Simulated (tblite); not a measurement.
C4H6NOS (charge -1).
Z-matrix (Å and degrees, GFN2-xTB geometry), rows numbered from 1:
```
C 
C   1  1.3389
S   2  1.7135  1  126.95
N   2  1.4244  1  122.72  3  -180.00
C   4  1.3383  2  132.57  1     0.03
C   5  1.5347  4  111.82  2   179.95
O   5  1.2207  4  127.22  2    -0.02
H   1  1.0759  2  119.86  3    -0.02
H   1  1.0746  2  121.81  3   179.98
H   4  1.0146  2  109.40  1  -179.97
H   6  1.0870  5  109.34  4   179.85
H   6  1.0885  5  110.05  4    59.75
H   6  1.0885  5  110.02  4   -60.08
```

Computed values, GFN2-xTB/tblite, gas phase, harmonic and unscaled. Against measured fundamentals such values can be off by several per cent, at times by over 20. One conformer, not necessarily the lowest.

**Question.** How many normal modes are there?

**Answer.** 13 atoms, non-linear: 3N − 6 = 33.

**Question.** What is the point group of the computed structure, and how do the modes divide by symmetry?

**Answer.** Cs. The vibrations span 22 a′ + 11 a″.

**Question.** How many distinct wavenumbers does the calculation give?

**Answer.** 33: Cs has no degenerate species.

**Question.** How many fundamentals are allowed in the infrared by symmetry?

**Answer.** 33 of 33: in Cs every mode is allowed. All fundamentals are allowed in the Raman spectrum.

**Question.** How far is the lowest real mode excited at 500 K, as a harmonic oscillator?

**Answer.** θ = hcν̃/k = 69 K for 47.8 cm⁻¹, so N1/N0 = 0.87 and ⟨v⟩ = 1/(exp(θ/T) − 1) = 6.8.

The run took 0.77 s of wall time on Intel Xeon at 2.70 GHz, one thread, shared host with 64 logical CPUs at a one-minute load of 6.6. This covers the Hessian and the dipole derivatives.
